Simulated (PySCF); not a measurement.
Correlation energy of V²⁺ (vanadium, charge +2)

[Ar] 3d2 4p1, one real determinant (an excited configuration). Calculation: PySCF 2.14, in aug-cc-pVTZ-DK (8s7p5d3f2g, 93 functions); the spin-free X2C one-electron Hamiltonian (Gaussian nucleus). Frozen: [Ar]; 3 electrons correlated.

MP2 pair energies summed by pair of shells (mhartree):

```
 pair  energy  share (%)
3d-4p   -4.77       52.0
3d-3d   -4.39       48.0
```

Total MP2 correlation energy: -9.16 mhartree.

Same-spin part -9.16 and opposite-spin part 0.00 mhartree; SCS-MP2 scales them by 1/3 and 6/5 to -3.05 mhartree.

The reference is one real determinant that mixes LS terms of this configuration.
